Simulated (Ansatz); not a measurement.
A run for Ansatz (an electronic-structure program): SC-NEVPT2 on SA-CASSCF(10,8)/cc-pV(D+d)Z on P2 (SMILES P#P), 2S+1 = 3, a spin state set in the input, which need not be the lowest. Files ending in .json are basis or fitting sets from the Basis Set Exchange.

Ansatz 0.2 input:
```yaml
crystal:
  periodic: [false, false, false]
  atoms:
    - {symbol: P, position_ang: [-0.00000000, -0.00000000, -0.94474950]}
    - {symbol: P, position_ang: [0.00000000, 0.00000000, 0.94474950]}
basis:
  gaussian:
    orbitals: cc-pV_D+d_Z.json
magnetization: {spin_polarized: false, initial_magnetization: 2}
correlation: {method: sc_nevpt2, electrons: outside_noble_gas, active_space: {window: {electrons: 10, orbitals: 8}, states: [{multiplicity: 1, weights: [1]}, {multiplicity: 3, weights: [1]}]}}
output: {orbitals: {seedname: ./end}}
```

It printed:

```
WARN ansatz: RAYON_NUM_THREADS=2 ignored (pool sized by the plan → 2); use --threads N
Functional definition: HF
integrals: 0.01 GiB planned
795 factors; integrals over basis functions are off by at most 7.5e-8 eV
mean field: 0.14 GiB planned
mean field evaluation 1: about -18539.7978 eV, gradient 6.2e0 eV
mean field evaluation 2: about -18540.1028 eV, gradient 6.5e0 eV
mean field evaluation 4: about -18540.3408 eV, gradient 4.4e-1 eV
mean field evaluation 8: about -18540.3443 eV, gradient 5.0e-2 eV
mean field evaluation 16: about -18540.4970 eV, gradient 1.1e0 eV
mean field evaluation 32: about -18541.6930 eV, gradient 4.9e-5 eV
mean field evaluation 64: about -18540.6776 eV, gradient 5.2e0 eV
mean field evaluation 96: about -18541.6920 eV, gradient 4.1e-1 eV
mean field evaluation 128: about -18540.9757 eV, gradient 3.8e-1 eV
mean field evaluation 160: about -18539.9731 eV, gradient 1.9e0 eV
mean field -18541.69301237 eV, -681.3946501937 hartree, gradient 1.8e-7 eV, S^2 2.000000; 14 other end points of the search recorded, 0 dependent functions left out
reference -18541.69301237 eV, -681.3946501937 hartree; 16, 14 occupied and 30, 32 virtual orbitals, 795 factors
configuration interaction: 0.29 GiB planned
configuration interaction: 0.01 GiB planned
state -18546.23107713 eV, -681.5614209975 hartree
state -18546.23107713 eV, -681.5614209975 hartree; corrected -18549.92899689 eV, -681.6973170424 hartree
configuration interaction: 0.01 GiB planned
state -18543.30905599 eV, -681.4540387014 hartree
state -18543.30905599 eV, -681.4540387014 hartree; corrected -18547.11421050 eV, -681.5938755503 hartree
Total energy: -18548.52160370 eV, -681.6455962963 hartree
```

The calculation finished and met its thresholds. The last total energy is the mean of the averaged states.

Cost: very roughly 4 core-seconds.
